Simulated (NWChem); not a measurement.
System: C5H5F; SMILES FC1=CCC=C1

Here is an NWChem input.

```
start job
memory heap 200 mb stack 900 mb global 1100 mb
geometry units angstroms noautosym nocenter noautoz
  F      0.019646    -2.064338     0.000000
  C     -0.037257    -0.740915     0.000000
  C     -1.148683     0.019423     0.000000
  C     -0.703108     1.446320     0.000000
  C      0.793098     1.368257     0.000000
  C      1.172646     0.074527     0.000000
  H     -2.179722    -0.330047     0.000000
  H     -1.075462     2.001412     0.881517
  H     -1.075462     2.001412    -0.881517
  H      1.450118     2.238822     0.000000
  H      2.186176    -0.328188     0.000000
end
basis spherical
  * library 6-31g*
end
dft
  xc b3lyp
  iterations 150
end
cosmo
  do_cosmo_smd true
  solvent octanol
end
task dft energy
```

Geometry: optimised at PBE0/def2-SVP. Solvent: 1-octanol.

Level: B3LYP/6-31G* with SMD (1 M gas to 1 M solution), gas-phase geometry.

Problem. Give the results of this calculation. (B3LYP/6-31G* (spherical d), SMD on the gas-phase geometry.) Quantities: solvation free energy (kcal/mol); cavity-dispersion-structure term (kcal/mol); dipole in solution (D).

Solution. The solvation free energy (kcal/mol) comes out as -3.2 and the cavity-dispersion-structure term (kcal/mol) is -0.4. The dipole in solution (D) comes out as 2.14.
